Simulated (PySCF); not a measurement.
## Correlation energy of Sn (tin, neutral)

[Kr] 4d10 5s2 5p2, high-spin 3P determinant. Calculation: PySCF 2.14, in aug-cc-pV5Z-PP with ECP28MDF (8s8p6d4f3g2h, 139 functions); a scalar-relativistic core potential. Frozen: 4s2 4p6 4d10; 4 electrons correlated.

MP2 pair energies summed by pair of shells (mhartree):

```csv
pair,energy,share (%)
5s-5p,-29.34,60.7
5s-5s,-14.57,30.1
5p-5p,-4.41,9.1
```

Total MP2 correlation energy: -48.32 mhartree.

Same-spin part -8.08 and opposite-spin part -40.24 mhartree; SCS-MP2 scales them by 1/3 and 6/5 to -50.98 mhartree.
